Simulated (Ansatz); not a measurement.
**One molecule, several partners**

H₂ beside different partners, each pair relaxed from a docking trial to one local arrangement, named by its closest contact against the van der Waals radii; a more strongly bound one may exist. Pairs that react, share a proton or have a doubtful reference are left out. Counterpoise interaction energies from the frozen fragments; negative means bound. Gas-phase electronic energies, without zero-point energy, by CCSD(T) at an estimated basis limit (MP2 extrapolated from triple and quadruple zeta, plus CCSD(T) − MP2 in triple zeta); Ansatz 0.2.0, def2-TZVPPD and QZVPPD, frozen cores, on PBE0-D4/def2-TZVP structures. Extrapolation: Hartree–Fock as exp(−7.88 √X), correlation as X^−2.97.

```tsv
partner	closest contact, atom of H₂ first (Å)	interaction energy (kcal/mol)
H₂	H···H 2.87	-0.09
PH₃	H···P 3.18	-0.29
H₃O⁺	H···H 1.57	?
CH₂F₂ (SMILES FCF)	H···F 2.90	-0.36
AsH₃	H···As 3.31	-0.34
SiH₄O (SMILES [SiH3]O)	H···Si 3.49	-0.32
```

What is the interaction energy with H₃O⁺? (To be estimated.)

Computed: -5.91 kcal/mol. It counts from the two fragments frozen as in the pair.

The T1 diagnostic stays at or below 0.014. The filled d shells of As are correlated in sets not built for that, so values that involve them are less sure.

For scale, one of the runs: CCSD(T)/def2-TZVPPD, 190 basis functions, launched by `ansatz run in.yaml --threads 2 --pin off --events-out ev --progress --plain --max-ram 5222MiB`. Hardware: 2 CPU threads of an Arm Neoverse V1, shared host. Wall time 26 s; peak host memory 1.9 GiB.
